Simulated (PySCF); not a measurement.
Isomers of C5H5O3P.

All values: PBE0/pcSseg-1 (PySCF) at GFN2-xTB geometries, gas phase, one conformer each.

(1) Rank by dipole moment, lowest first.
A. `[CH3:1][O:2][C:3](=[O:4])[c:5]1[cH:6][p:7][cH:8][o:9]1` with C1–O2–C3–O4 0°, O2–C3–C5–C6 180°
B. `[CH3:1][O:2][C:3](=[O:4])[c:5]1[cH:6][o:7][cH:8][p:9]1` with C1–O2–C3–O4 0°, O2–C3–C5–C6 180°
C. `[CH3:1][O:2][c:3]1[cH:4][o:5][c:6]([CH:7]=[O:8])[p:9]1` with C1–O2–C3–C4 180°, O5–C6–C7–O8 180°

Results:

(1) B (0.99 D), A (2.00 D), C (3.73 D).

All values together:

| SMILES | μ (D) | HOMO (eV) | LUMO (eV) | lowest IAO charge (e) | highest IAO charge (e) | lowest Hirshfeld charge (e) | highest Hirshfeld charge (e) |
| --- | --- | --- | --- | --- | --- | --- | --- |
| COC(=O)c1cpco1 | 2.00 | -7.30 | -1.62 | -0.466 (O) | +0.504 (C) | -0.256 (O) | +0.195 (C) |
| COc1coc(C=O)p1 | 3.73 | -7.05 | -2.51 | -0.403 (O) | +0.301 (P) | -0.235 (O) | +0.091 (C) |
| COC(=O)c1cocp1 | 0.99 | -7.26 | -1.27 | -0.472 (O) | +0.518 (C) | -0.265 (O) | +0.194 (C) |
| COC(=O)c1occp1 | 1.90 | -7.31 | -2.07 | -0.454 (O) | +0.501 (C) | -0.261 (O) | +0.181 (C) |

Conformers: `[CH3:1][O:2][C:3](=[O:4])[c:5]1[cH:6][p:7][cH:8][o:9]1` with C1–O2–C3–O4 0°, O2–C3–C5–C6 180°; `[CH3:1][O:2][c:3]1[cH:4][o:5][c:6]([CH:7]=[O:8])[p:9]1` with C1–O2–C3–C4 180°, O5–C6–C7–O8 180°; `[CH3:1][O:2][C:3](=[O:4])[c:5]1[cH:6][o:7][cH:8][p:9]1` with C1–O2–C3–O4 0°, O2–C3–C5–C6 180°; `[CH3:1][O:2][C:3](=[O:4])[c:5]1[o:6][cH:7][cH:8][p:9]1` with C1–O2–C3–O4 -1°, O2–C3–C5–O6 179°.
